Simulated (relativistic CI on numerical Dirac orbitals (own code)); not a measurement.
**A ladder of approximations for the levels of Ag7+**

Calculated with a relativistic CI code on KLI orbitals (one set per configuration, finite nucleus), adding one ingredient at a time: step 1, Dirac-Coulomb, each configuration alone; step 2, with Breit and QED terms; step 3, with configuration mixing; step 4, with scaled Slater integrals (0.9); step 5, with a P86 correlation estimate; step 6, tied to the ionisation limit. P86 is a density functional for the correlation energy, evaluated here for each configuration and added to its levels. Step 6 is semi-empirical: configurations made of the next ion and one excited electron move by -9937 cm⁻¹, so that their limit matches the tabulated ionisation energy, and those with a non-penetrating f or g electron also take the P86 value of the least penetrating other one.

Configuration list (outside the closed core [Ar] 3d10): 4s2 4p6 4d4, 4s2 4p6 4d3 5s, 4s2 4p6 4d3 4f, 4s2 4p5 4d5, 4s2 4p6 4d3 5p, 4s 4p6 4d5, 4s2 4p6 4d2 5s 5p, 4s2 4p6 4d3 5d, 4s2 4p6 4d2 4f 5s, 4s2 4p6 4d3 6s, 4s2 4p6 4d3 6p, 4s2 4p6 4d2 5s2, 4s2 4p6 4d 4f 5s2, 4s2 4p6 4d 5s2 5p, 4s2 4p6 4d 5s2 5d, 4s2 4p6 4d2 4f2, 4s2 4p6 4d 4f2 5s, 4s2 4p6 4d 4f3, 4s2 4p6 4d 4f2 5p, 4s2 4p6 4d 4f2 5d, 4s2 4p6 4d2 5p2, 4s2 4p6 4d 5s 5p2, 4s2 4p6 4d 4f 5p2, 4s2 4p6 4d 5p3, 4s2 4p6 4d 5p2 5d.

Computed minus measured energy above the ground level, in cm⁻¹, for 9 of the 22 excited levels that pair in every step (one J of a term; a digit in brackets numbers repeated terms):

| Configuration | Term | J | Measured | Step 1 | Step 2 | Step 3 | Step 4 | Step 5 | Step 6 |
| --- | --- | --- | --- | --- | --- | --- | --- | --- | --- |
| 4s2 4p6 4d4 | 5D | 1 | 1340 | -111 | -182 | -131 | -44 | -44 | -44 |
| 4s2 4p6 4d4 | 3P | 0 | 21309 | 3668 | 3706 | 1869 | -319 | -310 | -311 |
| 4s2 4p6 4d4 | 3H | 4 | 23302 | 2926 | 2824 | 3759 | 1128 | 1124 | 1125 |
| 4s2 4p6 4d4 | 3F | 2 | 28051 | 3907 | 3740 | 2814 | 260 | 264 | 263 |
| 4s2 4p6 4d4 | 3G | 4 | 32698 | 4527 | 4218 | 3635 | 756 | 756 | 756 |
| 4s2 4p6 4d4 | 3D | 3 | 36879 | 6819 | 6593 | 3911 | 669 | 675 | 675 |
| 4s2 4p6 4d4 | 1I | 6 | 39744 | 3910 | 3488 | 5566 | 1802 | 1793 | 1794 |
| 4s2 4p6 4d4 | 1G | 4 | 43104 | 5315 | 4829 | 3548 | 349 | 351 | 352 |
| 4s2 4p6 4d4 | 1F | 3 | 52004 | 8517 | 8223 | 6069 | 1229 | 1236 | 1235 |

Mean absolute errors in cm⁻¹, over all paired levels and for the configurations:

| Configuration, levels | Step 1 | Step 2 | Step 3 | Step 4 | Step 5 | Step 6 |
| --- | --- | --- | --- | --- | --- | --- |
| all, 22 | 4573 | 4373 | 3483 | 701 | 702 | 702 |
| 4s2 4p6 4d4, 22 | 4573 | 4373 | 3483 | 701 | 702 | 702 |

Measured levels: Atoms 5, 11 (2017), spectra Ag VII to Ag IX.

The mean absolute error is lowest at step 4 (701 cm⁻¹), and the largest single drop is from step 3 to 4 (3483 to 701). Terms of the ground configuration are off by 4573 at first, 3483 with mixing and 701 after scaling, which stands in for the correlation that narrows term splittings. The Breit and QED terms change the top of the ground term (measured 7443) from 7495 to 7160.
